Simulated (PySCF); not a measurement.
## Ge¹³⁺: ionisation energy

Ge¹³⁺ [Ar] 3d1 [3d3/2^1, M_J = 3/2] → Ge¹⁴⁺ [Ar], as a difference of total energies. All numbers are calculated (PySCF 2.14, the two-component X2C-1e Hamiltonian, in an uncontracted even-tempered set (17 s from 1 bohr⁻², ratio 2.8; 12 p from 1.3 bohr⁻², ratio 2.8; 8 d from 1.3 bohr⁻², ratio 2.8; 4 f from 3.9 bohr⁻², ratio 3)). Correlated levels: [Ne] frozen; the 76 highest virtual spinors dropped. "Screened" scales the spin-orbit matrix elements by Boettger's factors to mimic the two-electron term; Breit and QED terms are absent.

```json
{"method": "GHF (spin-free)", "ionisation energy (eV)": "406.61"}
{"method": "GMP2 (spin-free)", "ionisation energy (eV)": "406.82"}
{"method": "GHF (screened spin-orbit)", "ionisation energy (eV)": "407.18"}
{"method": "GMP2 (screened spin-orbit)", "ionisation energy (eV)": "407.41"}
```

Problem. How much does correlation contribute at GMP2 (screened spin-orbit)?

Solution. 407.41 − (407.18) = 0.23 eV, measured against GHF (screened spin-orbit).

Breit and QED terms and the two-electron picture change are absent.

The spin-free rows lack the spin-orbit shift.

For comparison: 407 ± 3 eV (theoretical estimate listed by NIST; NIST Atomic Spectra Database, ionization energies).
